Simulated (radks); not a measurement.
Spherical quantum dot in the effective-mass picture: electrons in a well V = -V0 / (1 + exp((r - R)/a)) with V0 = 51, R = 1.5, a = 0.17, with a point charge +1 (a donor) at the centre, all in effective atomic units (hartree* = m*/eps^2 hartree, bohr* = eps/m* bohr), one dielectric constant everywhere. Calculated with a radial shooting solver with Libxc functionals: non-relativistic Kohn-Sham, LDA (Slater exchange, Perdew-Wang correlation), spin-polarised, spherical densities. Levels are named by radial order and angular momentum (1s, 1p, 1d, 2s, ...), and open shells are averaged over m.

N = 36, configuration 1s2 1p6 1d10 2s2 1f14 2p(up 2, down 0). This is the lowest configuration that the search found. Occupied and some empty levels:

level,occupation,eigenvalue (hartree*),<r> (bohr*)
1s up,1,-14.806,0.8172
1s down,1,-14.734,0.8225
1p up,3,-12.881,0.9395
1p down,3,-12.836,0.9416
1d up,5,-10.298,1.017
1d down,5,-10.265,1.018
2s up,1,-8.5494,0.7514
2s down,1,-8.4405,0.7481
1f up,7,-7.1278,1.079
1f down,7,-7.0991,1.079
2p up,2,-4.3494,0.8883
2p down,0,-4.2458,0.8896
1g up,0,-3.4517,1.133
1g down,0,-3.4234,1.133
2d up,0,-0.18064,0.9934
2d down,0,-0.10270,0.9954

Energy (hartree*): total -907.296, kinetic 242.17, external -1693.5, Hartree 585.79, exchange-correlation -41.791.
